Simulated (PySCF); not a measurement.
H₆HfN₂S₂, SMILES [NH2][Hf]([NH2])([SH])[SH], multiplicity 1. Geometry: PBE0-D3(BJ)/def2-SVP. The multiplicity is an assumed one; other spin states were not compared. The def2 effective core potentials stand for the cores of Hf; spin–orbit coupling is left out. The values are those of a single conformer.

Computed equilibrium geometry at PBE0-D3(BJ)/def2-SVP (PySCF confirms it by a frequency run) as Cartesian coordinates in Å, and its point group (one conformer of several):
point group C2.
```xyz
11

Hf     0.0000     0.0000     0.1920
N      0.0338    -1.6178     1.3996
H      0.5078    -1.6618     2.3000
H     -0.4572    -2.4972     1.2496
N     -0.0338     1.6178     1.3996
H      0.4572     2.4972     1.2496
H     -0.5078     1.6618     2.3000
S     -2.0111    -0.0736    -1.2341
H     -2.6855     0.8496    -0.5117
S      2.0111     0.0736    -1.2341
H      2.6855    -0.8496    -0.5117
```
Charge 0, spin multiplicity 1.
